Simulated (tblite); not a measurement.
A geometry optimisation, step by step.

Compound: C₉H₁₀Si.
Numbering: `[CH2:1]=[C:2]1[SiH2:3][C@H:4]1[c:5]1[cH:6][cH:7][cH:8][cH:9][cH:10]1` (hydrogens: H11, H12 on C1; H13, H14 on Si3; H15 on C4; H16 on C6; H17 on C7; H18 on C8; H19 on C9; H20 on C10)

Computed with GFN2-xTB (tblite), gas phase: L-BFGS steps from a force-field or distance-geometry start until the largest atomic force falls under 0.01 eV/Å. 9 of its 134 geometries are shown.

Step 0: E = -705.8000 eV, largest atomic force 7.241 eV/Å
```
atom  x, y, z in Å  |  force x, y, z in eV/Å
C1     -2.843   -1.505    0.420   -0.289   0.114   0.186
C2     -2.214   -0.428   -0.056   -0.828  -7.190   0.222
Si3    -2.351    1.256    0.158    0.167   6.441   0.187
C4     -1.124   -0.350   -0.959    2.503   1.465   0.676
C5      0.285   -0.131   -0.416   -1.002  -0.266  -1.012
C6      1.106    0.876   -0.964    0.773  -0.229   0.458
C7      2.417    1.079   -0.506   -0.701  -0.537   0.133
C8      2.940    0.265    0.504   -0.649  -0.206  -0.242
C9      2.154   -0.760    1.036   -0.668   0.401  -0.514
C10     0.841   -0.952    0.576    0.531   0.264   0.189
H11    -2.552   -2.503    0.115   -0.034   0.112   0.096
H12    -3.689   -1.430    1.114    0.470  -0.046  -0.334
H13    -2.809    2.055   -1.009    0.062  -0.230   0.455
H14    -1.314    1.955    0.947   -0.382  -0.172  -0.159
H15    -1.363   -0.044   -1.964    0.358  -0.025  -0.133
H16     0.728    1.517   -1.742   -0.114   0.023  -0.083
H17     3.029    1.867   -0.929   -0.143  -0.098   0.023
H18     3.947    0.405    0.857    0.080   0.060   0.020
H19     2.549   -1.402    1.815   -0.067   0.065  -0.144
H20     0.256   -1.757    0.998   -0.066   0.056  -0.024
```

Step 17: E = -707.1430 eV, largest atomic force 0.334 eV/Å
```
atom  x, y, z in Å  |  force x, y, z in eV/Å
C1     -2.847   -1.591    0.430    0.248   0.181  -0.132
C2     -2.228   -0.502    0.017   -0.168  -0.021   0.224
Si3    -2.093    1.361   -0.039   -0.142  -0.223  -0.011
C4     -1.104   -0.065   -0.870    0.044   0.140  -0.011
C5      0.312   -0.103   -0.452   -0.029   0.159   0.209
C6      1.152    0.875   -0.985   -0.028  -0.060  -0.161
C7      2.436    1.050   -0.525    0.050  -0.065  -0.095
C8      2.923    0.229    0.480   -0.046   0.077   0.045
C9      2.110   -0.756    1.007    0.017  -0.058   0.002
C10     0.809   -0.915    0.559   -0.044  -0.077  -0.069
H11    -2.533   -2.584    0.149    0.108  -0.082  -0.092
H12    -3.703   -1.561    1.086   -0.014   0.119   0.004
H13    -2.960    2.127   -0.917   -0.050   0.013   0.073
H14    -1.428    2.034    1.065   -0.059  -0.007  -0.074
H15    -1.244   -0.227   -1.934   -0.038  -0.096  -0.014
H16     0.751    1.510   -1.763    0.067   0.070  -0.021
H17     3.056    1.825   -0.947    0.050   0.030   0.008
H18     3.916    0.385    0.870    0.093  -0.057  -0.005
H19     2.495   -1.403    1.780   -0.029  -0.036   0.073
H20     0.175   -1.677    0.986   -0.032  -0.007   0.048
```

Step 33: E = -707.2211 eV, largest atomic force 0.142 eV/Å
```
atom  x, y, z in Å  |  force x, y, z in eV/Å
C1     -2.757   -1.625    0.414    0.094   0.039  -0.032
C2     -2.200   -0.479    0.080   -0.095  -0.022  -0.063
Si3    -2.239    1.377   -0.046    0.057  -0.082   0.019
C4     -1.116    0.030   -0.836   -0.019   0.013  -0.012
C5      0.306    0.018   -0.415   -0.053  -0.058  -0.027
C6      1.209    0.909   -0.995   -0.078  -0.019   0.007
C7      2.514    0.987   -0.549   -0.041   0.008  -0.044
C8      2.952    0.167    0.480   -0.011  -0.084  -0.114
C9      2.078   -0.758    1.024   -0.035   0.001   0.042
C10     0.767   -0.829    0.586   -0.051   0.028   0.021
H11    -2.365   -2.582    0.092    0.063   0.043  -0.029
H12    -3.633   -1.684    1.045    0.054   0.086  -0.007
H13    -3.251    2.078   -0.823    0.047  -0.089   0.022
H14    -1.538    2.129    0.977   -0.054   0.062   0.066
H15    -1.257   -0.227   -1.883    0.040   0.010   0.017
H16     0.860    1.547   -1.796    0.055   0.036   0.028
H17     3.192    1.696   -0.999    0.031   0.027  -0.023
H18     3.974    0.229    0.827   -0.048   0.007   0.015
H19     2.414   -1.424    1.803    0.022  -0.032   0.049
H20     0.084   -1.549    1.014    0.024   0.024   0.064
```

Step 50: E = -707.2616 eV, largest atomic force 0.108 eV/Å
```
atom  x, y, z in Å  |  force x, y, z in eV/Å
C1     -2.626   -1.651    0.387    0.025   0.079  -0.069
C2     -2.186   -0.460    0.043   -0.027  -0.052   0.008
Si3    -2.307    1.393   -0.012    0.001  -0.107  -0.001
C4     -1.116    0.126   -0.836   -0.010   0.007   0.008
C5      0.294    0.076   -0.391   -0.078   0.026  -0.011
C6      1.233    0.905   -1.003   -0.077  -0.010   0.016
C7      2.550    0.905   -0.590   -0.029  -0.034  -0.059
C8      2.958    0.063    0.433   -0.041   0.018   0.031
C9      2.031   -0.754    1.055   -0.048  -0.033  -0.023
C10     0.708   -0.745    0.652   -0.059   0.043  -0.042
H11    -2.171   -2.562    0.015   -0.006   0.035   0.055
H12    -3.469   -1.773    1.050    0.020  -0.040  -0.015
H13    -3.393    1.938   -0.807    0.018   0.051  -0.037
H14    -1.743    2.231    1.026   -0.002  -0.010   0.056
H15    -1.227   -0.065   -1.902    0.005   0.014   0.043
H16     0.896    1.562   -1.795    0.101  -0.013  -0.007
H17     3.262    1.560   -1.071    0.045   0.010  -0.013
H18     3.989    0.053    0.751    0.034   0.011   0.004
H19     2.333   -1.412    1.855    0.056  -0.006   0.043
H20    -0.021   -1.378    1.139    0.073   0.010   0.014
```

Step 66: E = -707.2894 eV, largest atomic force 0.073 eV/Å
```
atom  x, y, z in Å  |  force x, y, z in eV/Å
C1     -2.514   -1.688    0.346   -0.016  -0.009   0.030
C2     -2.219   -0.459   -0.016    0.031  -0.017  -0.042
Si3    -2.416    1.384    0.042   -0.001   0.024   0.019
C4     -1.132    0.225   -0.800    0.014   0.003  -0.016
C5      0.275    0.135   -0.373    0.005   0.047   0.014
C6      1.255    0.865   -1.046   -0.002  -0.020  -0.031
C7      2.580    0.800   -0.662   -0.013   0.028   0.033
C8      2.957    0.004    0.408   -0.013  -0.044  -0.018
C9      1.991   -0.720    1.089   -0.004   0.024   0.024
C10     0.663   -0.640    0.715    0.000  -0.025  -0.028
H11    -1.926   -2.539    0.025   -0.026   0.041  -0.005
H12    -3.358   -1.910    0.983   -0.007  -0.004  -0.041
H13    -3.349    2.023   -0.869   -0.038   0.001   0.027
H14    -2.032    2.120    1.233    0.010  -0.026   0.001
H15    -1.243    0.151   -1.879    0.018   0.006  -0.002
H16     0.970    1.494   -1.879   -0.027  -0.030  -0.026
H17     3.321    1.377   -1.199   -0.012  -0.034   0.027
H18     3.993   -0.055    0.706   -0.005  -0.003  -0.006
H19     2.266   -1.357    1.916    0.055   0.036   0.032
H20    -0.086   -1.199    1.257    0.032   0.001   0.007
```

Step 83: E = -707.3018 eV, largest atomic force 0.092 eV/Å
```
atom  x, y, z in Å  |  force x, y, z in eV/Å
C1     -2.485   -1.699    0.274    0.013  -0.036   0.023
C2     -2.226   -0.459   -0.076   -0.016  -0.016   0.030
Si3    -2.468    1.368    0.084    0.037   0.064   0.054
C4     -1.127    0.283   -0.784    0.022  -0.058  -0.002
C5      0.276    0.162   -0.351   -0.016   0.025  -0.006
C6      1.272    0.813   -1.080   -0.035  -0.019  -0.031
C7      2.599    0.726   -0.710   -0.016   0.035  -0.010
C8      2.965   -0.021    0.399   -0.007   0.042  -0.017
C9      1.986   -0.664    1.137   -0.017   0.005  -0.008
C10     0.655   -0.568    0.773   -0.028  -0.002  -0.036
H11    -1.845   -2.520   -0.022   -0.040  -0.024  -0.032
H12    -3.349   -1.956    0.870    0.024  -0.010  -0.041
H13    -3.416    2.049   -0.781    0.015   0.000  -0.005
H14    -2.124    2.009    1.340    0.001  -0.002  -0.007
H15    -1.220    0.286   -1.868    0.002  -0.009   0.016
H16     0.994    1.387   -1.954   -0.003   0.005   0.012
H17     3.345    1.250   -1.291    0.030  -0.056   0.028
H18     4.004   -0.100    0.680    0.013  -0.005   0.025
H19     2.257   -1.250    2.003    0.022   0.000   0.013
H20    -0.097   -1.086    1.352   -0.001   0.060  -0.006
```

Step 100: E = -707.3310 eV, largest atomic force 0.123 eV/Å
```
atom  x, y, z in Å  |  force x, y, z in eV/Å
C1     -2.541   -1.762    0.037   -0.040  -0.092   0.055
C2     -2.204   -0.498   -0.076    0.049   0.106  -0.040
Si3    -2.420    1.304    0.280   -0.012   0.001  -0.023
C4     -1.122    0.310   -0.748   -0.001  -0.021  -0.011
C5      0.286    0.193   -0.343   -0.032  -0.002  -0.006
C6      1.295    0.675   -1.177   -0.019  -0.017   0.011
C7      2.622    0.588   -0.803   -0.041   0.005  -0.027
C8      2.970    0.016    0.409    0.022   0.035  -0.046
C9      1.977   -0.458    1.251    0.001   0.009  -0.004
C10     0.648   -0.364    0.882   -0.004  -0.027  -0.010
H11    -1.970   -2.560   -0.416    0.035   0.003  -0.027
H12    -3.412   -2.062    0.599    0.009  -0.031  -0.007
H13    -3.398    2.060   -0.479   -0.023   0.024  -0.012
H14    -2.044    1.811    1.584    0.054   0.021   0.028
H15    -1.239    0.377   -1.828    0.006   0.021   0.026
H16     1.031    1.117   -2.129    0.002  -0.014   0.024
H17     3.388    0.966   -1.467    0.011  -0.018   0.027
H18     4.010   -0.058    0.689    0.001  -0.013   0.042
H19     2.246   -0.904    2.199   -0.035   0.010  -0.019
H20    -0.128   -0.739    1.534    0.018   0.000   0.019
```

Step 116: E = -707.3374 eV, largest atomic force 0.021 eV/Å
```
atom  x, y, z in Å  |  force x, y, z in eV/Å
C1     -2.491   -1.771   -0.012    0.002  -0.011   0.005
C2     -2.208   -0.490   -0.088   -0.002   0.003  -0.003
Si3    -2.432    1.303    0.319   -0.008  -0.009  -0.009
C4     -1.136    0.344   -0.741    0.003  -0.014  -0.004
C5      0.269    0.203   -0.338    0.003   0.004  -0.002
C6      1.285    0.627   -1.193    0.011   0.011  -0.003
C7      2.612    0.527   -0.824    0.000   0.003   0.010
C8      2.955    0.002    0.411   -0.010   0.012   0.000
C9      1.955   -0.417    1.273   -0.016  -0.007   0.000
C10     0.627   -0.318    0.905   -0.006   0.018  -0.010
H11    -1.882   -2.517   -0.506   -0.007   0.005   0.010
H12    -3.341   -2.142    0.541    0.010   0.009  -0.003
H13    -3.421    2.077   -0.411    0.002  -0.006   0.015
H14    -2.012    1.788    1.619    0.007   0.004   0.014
H15    -1.252    0.444   -1.817    0.004   0.004  -0.008
H16     1.025    1.040   -2.159    0.005  -0.009   0.002
H17     3.385    0.862   -1.502    0.002  -0.009  -0.002
H18     3.992   -0.077    0.700    0.000  -0.002   0.002
H19     2.213   -0.825    2.240   -0.004  -0.005  -0.005
H20    -0.150   -0.649    1.580    0.004  -0.001  -0.008
```

Step 133: E = -707.3384 eV, largest atomic force 0.008 eV/Å
```
atom  x, y, z in Å  |  force x, y, z in eV/Å
C1     -2.470   -1.773   -0.016   -0.004  -0.004   0.000
C2     -2.201   -0.489   -0.096    0.000   0.000  -0.002
Si3    -2.432    1.297    0.330   -0.002   0.002  -0.001
C4     -1.138    0.357   -0.750    0.003   0.001   0.001
C5      0.266    0.215   -0.347    0.001  -0.002   0.000
C6      1.289    0.621   -1.203    0.000   0.002   0.001
C7      2.614    0.515   -0.825    0.000   0.000   0.000
C8      2.947   -0.001    0.416   -0.001   0.005  -0.004
C9      1.939   -0.407    1.277   -0.002  -0.006  -0.001
C10     0.615   -0.297    0.901   -0.002  -0.003  -0.004
H11    -1.863   -2.514   -0.517    0.003   0.000  -0.001
H12    -3.311   -2.150    0.546   -0.004  -0.002   0.005
H13    -3.440    2.067   -0.376    0.003   0.002   0.005
H14    -1.999    1.774    1.631    0.000  -0.001  -0.002
H15    -1.258    0.465   -1.825    0.006   0.000   0.001
H16     1.038    1.022   -2.175    0.001   0.001   0.002
H17     3.393    0.833   -1.504    0.001   0.000  -0.001
H18     3.982   -0.088    0.711    0.001   0.001  -0.003
H19     2.190   -0.814    2.246   -0.004   0.004   0.005
H20    -0.167   -0.621    1.574   -0.001   0.002  -0.001
```

**Question.** Summarise the path.

**Answer.** The energy falls by 148.43 kJ/mol from step 0 to step 133; nine tenths of that is first reached at step 26. It falls at every step. The largest force goes from 7.241 to 0.008 eV/Å. Among the bonds Si3–C4 changes most, from 2.308 to 1.930 Å; the atoms move by 0.751 Å rms after alignment.

**Question.** Follow the three bonds and two angles with the largest change from start to end.

**Answer.** 
| step | E above end (kJ/mol) | largest force (eV/Å) | Si3–C4 (Å) | C2–Si3 (Å) | C2–C4 (Å) | Si3–C2–C4 (°) | Si3–C4–C5 (°) |
| --- | --- | --- | --- | --- | --- | --- | --- |
| 0 | 148.43 | 7.241 | 2.308 | 1.703 | 1.418 | 95.0 | 102.6 |
| 6 | 59.02 | 2.567 | 1.962 | 1.827 | 1.483 | 71.8 | 121.0 |
| 12 | 25.30 | 0.328 | 1.916 | 1.855 | 1.496 | 68.8 | 112.9 |
| 17 | 18.85 | 0.334 | 1.924 | 1.869 | 1.497 | 68.7 | 112.9 |
| 23 | 15.40 | 0.136 | 1.923 | 1.856 | 1.504 | 68.9 | 113.6 |
| 29 | 13.49 | 0.223 | 1.919 | 1.852 | 1.503 | 68.9 | 115.4 |
| 35 | 10.69 | 0.151 | 1.923 | 1.859 | 1.504 | 68.8 | 116.8 |
| 40 | 9.12 | 0.152 | 1.920 | 1.856 | 1.509 | 68.7 | 117.4 |
| 46 | 7.96 | 0.097 | 1.922 | 1.853 | 1.501 | 69.0 | 118.3 |
| 52 | 6.97 | 0.091 | 1.923 | 1.856 | 1.502 | 68.9 | 119.3 |
| 58 | 6.13 | 0.094 | 1.926 | 1.856 | 1.506 | 69.0 | 120.3 |
| 64 | 4.95 | 0.098 | 1.922 | 1.854 | 1.504 | 68.9 | 122.6 |
| 69 | 4.52 | 0.086 | 1.927 | 1.857 | 1.504 | 69.0 | 123.3 |
| 75 | 4.12 | 0.068 | 1.928 | 1.853 | 1.503 | 69.2 | 124.6 |
| 81 | 3.71 | 0.061 | 1.930 | 1.851 | 1.503 | 69.4 | 125.0 |
| 87 | 2.83 | 0.128 | 1.936 | 1.852 | 1.506 | 69.5 | 124.5 |
| 93 | 1.72 | 0.081 | 1.933 | 1.850 | 1.504 | 69.5 | 124.3 |
| 98 | 0.92 | 0.118 | 1.932 | 1.851 | 1.508 | 69.4 | 122.8 |
| 104 | 0.51 | 0.047 | 1.933 | 1.852 | 1.507 | 69.4 | 122.6 |
| 110 | 0.26 | 0.049 | 1.931 | 1.850 | 1.508 | 69.3 | 122.2 |
| 116 | 0.09 | 0.021 | 1.929 | 1.852 | 1.507 | 69.2 | 122.7 |
| 121 | 0.06 | 0.020 | 1.930 | 1.851 | 1.508 | 69.3 | 122.4 |
| 127 | 0.03 | 0.015 | 1.929 | 1.851 | 1.508 | 69.2 | 122.3 |
| 133 | 0.00 | 0.008 | 1.930 | 1.851 | 1.508 | 69.3 | 122.3 |

What follows is the cost of the whole relaxation. On AMD EPYC, one thread, shared host, this took 4.1 s of wall time.
